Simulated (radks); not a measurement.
Values are calculated unless marked as measured or tabulated.
Effect of the nuclear size on the cobalt ion Co9+, [Ar]. Code: a radial shooting solver on a logarithmic mesh with Libxc functionals. Model: Dirac Kohn-Sham, PBE, spin-unpolarised, spherical densities, finite nucleus; Fermi nuclear charge, rms radius 3.7875 fm. The rms radius is varied about that value; shifts are against it.

rms radius (fm)	total energy shift (eV)	density at nucleus (e/bohr^3)	1s1/2 shift (meV)	2s1/2 shift (meV)	2p1/2 shift (meV)	3s1/2 shift (meV)	4s1/2 (empty) shift (meV)
3.102	-0.0446	1.743e+04	-18.9	-1.72	0.190	-0.301	-0.082
3.6587	-0.00902	1.73e+04	-3.81	-0.348	0.038	-0.061	-0.017
3.7875	0	1.727e+04	0.000	0.000	0.000	0.000	0.000
3.9201	0.00960	1.724e+04	4.06	0.370	-0.041	0.065	0.018
4.5298	0.0578	1.713e+04	24.4	2.23	-0.247	0.390	0.107

Slopes of the eigenvalues against <r^2> in GHz/fm^2, as finite differences over the two radii next to the reference (eigenvalue slopes, not the field-shift constants of lines): 1s1/2 961, 2s1/2 87.5, 2p1/2 -9.70, 3s1/2 15.3, 4s1/2 (empty) 4.20.
